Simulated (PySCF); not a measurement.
C3H9In, SMILES [CH3][In]([CH3])[CH3].

The structure is a stationary point at PBE-D3(BJ)/def2-SVP. The isomer is the one that the SMILES or the coordinates give; other isomers of the formula were not compared. The def2 effective core potentials stand for the cores of In; spin–orbit coupling is left out.

Level of theory: PBE-D3(BJ)/def2-SVP run with PySCF.

Frequencies are harmonic and unscaled.

A small imaginary wavenumber (i) marks a very flat motion, where grid noise or a shallow saddle decides the sign.

Computed normal modes with their intensities:
```
mode  ν (cm⁻¹)  IR (km/mol)  moving atoms (share of kinetic energy)
----  --------  -----------  --------------------------------------
1          25i          0.0                                 H 100 %
2          20i          0.0                                  H 96 %
3          17i          0.0                                  H 96 %
4          109          4.2                 C 57 %, H 32 %, In 11 %
5          110          4.2                 C 56 %, H 32 %, In 11 %
6          116          1.7                 C 45 %, H 29 %, In 26 %
7          444          0.2                          C 81 %, H 18 %
8          476         43.0                 C 66 %, H 18 %, In 15 %
9          477         45.3                 C 66 %, H 18 %, In 16 %
10         583          2.5                          H 87 %, C 13 %
11         590          2.8                          H 87 %, C 13 %
12         616          0.2                          H 87 %, C 13 %
13         688         69.4                          H 79 %, C 19 %
14         706         82.4                          H 81 %, C 18 %
15         709         76.5                          H 81 %, C 18 %
16        1122          0.8                          H 82 %, C 18 %
17        1122          0.6                          H 82 %, C 18 %
18        1131          0.4                          H 84 %, C 16 %
19        1375          0.1                                  H 95 %
20        1378          0.7                                  H 95 %
21        1378          0.4                                  H 95 %
22        1382          0.0                                  H 95 %
23        1383          0.0                                  H 95 %
24        1389          4.3                                  H 95 %
25        2974         13.9                                  H 97 %
26        2974         14.4                                  H 97 %
27        2975          0.5                                  H 97 %
28        3074          0.7                           H 91 %, C 9 %
29        3074          0.8                           H 91 %, C 9 %
30        3074         20.6                           H 91 %, C 9 %
31        3095          1.8                          H 90 %, C 10 %
32        3095         10.4                          H 90 %, C 10 %
33        3095          9.3                          H 90 %, C 10 %
```
